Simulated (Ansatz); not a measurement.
(CsCl)n: LC-ωPBE/def2-TZVP single points in Ansatz on relaxed structures, gas phase. Each cluster is the lowest isomer that a short search found in that spin, judged at the geometry's level, and lower ones may exist. Core potentials for Cs, no spin–orbit coupling. Binding counts from free atoms in the multiplicity of their measured ground term, without zero-point energy. Singlets are spin-restricted. The structures are stationary points that may keep the symmetry of their start.

```json
{"species": "Cs2Cl2", "atoms": "4", "state": "singlet", "geometry": "PBE-D4/def2-TZVP", "HOMO (eV)": "-9.21", "LUMO (eV)": "0.23", "gap (eV)": "9.44", "binding per atom (eV)": "2.64", "lowest of the spins relaxed": "singlet, of singlet/triplet", "point group (within 0.1 Å)": "D2h"}
{"species": "Cs3Cl3", "atoms": "6", "state": "singlet", "geometry": "PBE0-D4/def2-SVP", "HOMO (eV)": "-8.80", "LUMO (eV)": "-0.11", "gap (eV)": "8.69", "binding per atom (eV)": "2.71", "lowest of the spins relaxed": "–", "point group (within 0.1 Å)": "C2v"}
{"species": "Cs4Cl4", "atoms": "8", "state": "singlet", "geometry": "PBE0-D4/def2-SVP", "HOMO (eV)": "-9.55", "LUMO (eV)": "0.39", "gap (eV)": "9.93", "binding per atom (eV)": "2.85", "lowest of the spins relaxed": "singlet, of singlet/triplet/quintet", "point group (within 0.1 Å)": "Td"}
```

The gap (eV) runs from 8.69 (Cs3Cl3) to 9.93 (Cs4Cl4). The binding per atom (eV) runs from 2.64 (Cs2Cl2) to 2.85 (Cs4Cl4).
